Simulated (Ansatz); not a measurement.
C₂H₆Cl₂Si, charge +1, doublet, geometry from GFN2-xTB (a state made from the parent by changing its charge; the spin is typed, not shown lowest). Base run: Ansatz (a program for electronic structure) with CAM-B3LYP/6-31G.

Geometry (Å):
```xyz
11

C      1.2833    -1.6185    -0.1827
Si    -0.0124    -0.1647     0.0288
C     -1.5005    -1.2565     0.6851
Cl     0.5928     1.1058     1.4402
Cl    -0.4616     0.6292    -1.7434
H      0.9156    -2.3475    -0.8976
H      2.2006    -1.1699    -0.5537
H      1.4690    -2.0973     0.7733
H     -2.3329    -0.5804     0.8595
H     -1.7784    -1.9971    -0.0578
H     -1.2250    -1.7470     1.6130
```
Charge +1, spin multiplicity 2.
Orbitals are unrestricted.
All else is at Ansatz's defaults.

Variants of this job, named by their change:

| change | basis functions | E (Eh) | core-seconds (rough) |
|---|---|---|---|
| base | 69 | -1289.25917 | 8 |
| basis = 3-21G | 69 | (withheld) | 4 |
| basis = 6-31G* | (withheld) | (withheld) | 9 |
| basis = pc-1 | 112 | -1289.43223 | 40 |
| basis = cc-pV(D+d)Z | 127 | -1289.45718 | 10 |
| basis = 6-311G** | 153 | -1289.49051 | 50 |
| basis = def2-SVPD | 166 | -1289.01927 | 20 |
| basis = 6-311++G** | (withheld) | (withheld) | 70 |
| basis = 6-311+G(2d,p) | 195 | -1289.50977 | 100 |
| basis = def2-TZVP | 209 | -1289.52259 | 100 |
| basis = cc-pVTZ | 246 | -1289.53520 | 200 |
| basis = pcseg-2 | 246 | -1289.54764 | 100 |
| basis = pc-2 | 246 | (withheld) | 200 |

**Question.** Some entries are withheld; supply them.

**Answer.** 
- basis = 3-21G, E (Eh): -1282.99385
- basis = 6-31G*, basis functions: 99
- basis = 6-31G*, E (Eh): -1289.38840
- basis = 6-311++G**, basis functions: 179
- basis = 6-311++G**, E (Eh): -1289.49544
- basis = pc-2, E (Eh): -1289.55346

Totals compare only among sets that treat the same electrons; sets with core potentials leave the core out.
